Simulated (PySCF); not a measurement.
## Trend along group 15: MNa molecules

HF with double-zeta basis sets in PySCF, for the lowest determinant that a PBE0 search found; no spin–orbit coupling. De refers to high-spin ground-configuration atoms. A positive dipole means M(−)Na(+).

```json
{"M": "N", "basis": "6-31G(d,p)", "reference": "ROHF", "state (unpaired electrons)": "triplet (π ↑↑)", "Re (Å)": "2.217", "ωe (cm⁻¹)": "448", "De (eV)": "-0.95", "μ (D)": "8.23"}
{"M": "P", "basis": "x2c-SVPall", "reference": "ROHF", "state (unpaired electrons)": "triplet (π ↑↑)", "Re (Å)": "2.691", "ωe (cm⁻¹)": "283", "De (eV)": "0.02", "μ (D)": "8.30"}
{"M": "As", "basis": "def2-SVP", "reference": "ROHF", "state (unpaired electrons)": "triplet (π ↑↑)", "Re (Å)": "2.776", "ωe (cm⁻¹)": "235", "De (eV)": "0.10", "μ (D)": "8.32"}
{"M": "Bi", "basis": "def2-SVP", "reference": "ROHF", "state (unpaired electrons)": "triplet (π ↑↑)", "Re (Å)": "3.024", "ωe (cm⁻¹)": "191", "De (eV)": "0.08", "μ (D)": "7.81"}
```

Task: The row for M = Sb is missing. Estimate Re, ωe and De as the mean of the rows for As and Bi, and compare with the calculation.

Result: The means are 2.900 Å, 213 cm⁻¹ and 0.09 eV. ROHF in def2-SVP gives NaSb as a triplet (π ↑↑) with Re = 2.968 Å, ωe = 205 cm⁻¹, De = 0.16 eV, so the estimate is off by -6.8 pm, +4 % and -0.07 eV.

The rows differ in basis set, which adds steps of its own.

These are scalar-relativistic numbers at best; spin–orbit coupling would shift them, the dissociation energy most. UHF is strongly spin-contaminated for NaN, so the ROHF reference used there is far from stable. Hartree–Fock leaves out correlation, which carries a large part of most bond energies and some tenths to 1 eV of ionisation energies. A negative De means that the minimum lies above the separated atoms at that level. States were picked by a PBE0 search and need not be the measured ground states.
